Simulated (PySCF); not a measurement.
Two-component Hartree-Fock for Tb³⁺ (terbium, charge +3)

Start: [Xe] 4f8; 4f5/2 filled at m_j = -5/2, -3/2, -1/2, +1/2, +3/2, +5/2; 4f7/2 filled at m_j = +5/2, +7/2. Calculated with PySCF 2.14 in x2c-QZVPPall-2c (16s16p12d6f4g1h, 213 functions): generalised Hartree-Fock with the X2C-1e Hamiltonian and a Gaussian nucleus; one run each with spin-orbit coupling (SO) switched off, then screened by Boettger's factors.

```
spinor shell  electrons  ε, spin-free (eV)  ε, screened SO (eV)  weight of nominal j (screened SO)  rms radius, screened SO (bohr)
       1s1/2          2           -52288.7             -52278.6                              1.000                          0.0245
       2s1/2          2            -8817.9              -8814.7                              1.000                          0.0989
       2p1/2          2            -7834.3              -8361.2                              1.000                          0.0846
       2p3/2          4            -7834.3              -7609.8                              1.000                          0.0911
       3s1/2          2            -2033.4              -2032.3                              1.000                           0.255
       3p1/2          2            -1723.8              -1834.8                              1.000                           0.246
       3p3/2          4            -1723.8              -1675.8                              1.000                           0.260
       3d3/2          4            -1319.0              -1339.6                              0.996                           0.232
       4s1/2          2            -453.03              -452.71                              1.000                           0.575
       4p1/2          2            -348.35              -374.80                              0.976                           0.591
       4p3/2          4            -348.35              -336.73                              0.988                           0.620
       4d3/2          4            -201.30              -210.79                              0.716                           0.668
       4d5/2          6            -201.30              -194.71                              0.811                           0.675
       5s1/2          2            -87.392              -87.332                              1.000                            1.40
       5p1/2          2            -58.951              -63.089                              0.929                            1.55
       5p3/2          4            -58.951              -57.128                              0.964                            1.64
       4f5/2          6            -47.452              -47.413                              0.670                           0.895
       4f7/2          2            -47.452              -47.225                              0.904                           0.897
```

Q: Where does 3d5/2 lie, and what is the 3d spin-orbit splitting (screened SO)?

A: At -1304.3 eV, 35.297 eV above 3d3/2.

| quantity | spin-free | screened SO |
| --- | --- | --- |
| E (hartree) | -11699.52181 | -11707.65712 |
| M_J | 6 | 6 |
| ⟨J²⟩ | 42.014 | 42.016 |
| ⟨L²⟩ | 12.007 | 12.338 |
| ⟨S²⟩ | 12.007 | 11.885 |

Each row is a mean over spinors that exchange with the open shell spreads, by up to 16.693 eV (4d5/2).

Rows whose weight is well below 1 are mixtures of j = l ± 1/2: exchange outweighs spin-orbit coupling there, and the label is only the starting occupation.

Breit and QED terms are absent; they matter most for the inner s and p1/2 levels.

Densities and radii are taken from the X2C orbitals without a picture-change correction, which distorts them close to the nucleus.

Without spin-orbit coupling the j labels of p, d and f shells carry no meaning; the spin-free column gives the mean over the occupied spinors of each nl shell.
